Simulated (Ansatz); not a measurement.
The cluster Li₆Si, relaxed as a singlet with RKS B3LYP-D4/def2-TZVP in Ansatz, starting from the GFN1-xTB geometry. Force threshold 0.02 eV/Å.

The structure comes from a short search, and lower isomers may exist.

Start:

Cartesian coordinates in Å:
```
Li 2.505 0.038 -1.587
Li -1.344 -0.665 0.030
Li -2.356 -0.334 2.346
Li -0.668 1.230 1.519
Li 0.365 1.305 -1.117
Li 1.076 -0.578 0.581
Si 0.422 -0.997 -1.772
```

Q: Estimate the energy that the relaxation releases and the steps that it takes.

A: 181.8 kJ/mol, in 17 steps; 16 s on 4 threads of Arm Neoverse V2 on a shared host. No frequencies were taken in this run, so the end may be a saddle point.

Q: Does the start keep its bonding?

A: Bonds lost: Li1–Li5, Li1–Li6, Li2–Li5, Li3–Li4, Li4–Li5, Li5–Li6 (atoms count from 1). Bonds formed: Li4–Si7 (atoms count from 1). Metal–metal contacts that move far: Li2–Li3 2.55 to 3.11 Å. The end is the same structure that another start reached, the lowest one found.

Q: Predict the relaxed structure.

A: 
Cartesian coordinates in Å:
```
Li 2.7033 0.4106 -1.0021
Li -1.8150 -0.5651 -0.2354
Li -1.8857 -0.7599 2.8632
Li 0.0571 1.1972 0.8655
Li -0.0004 1.5671 -2.4353
Li 0.4800 -1.5630 1.0123
Si 0.4608 -0.2870 -1.0683
```
Bond lengths (bridged metal pairs left out): 5 × Li–Si 2.35 to 2.47 Å; 3 × Li–Li 2.80 Å.
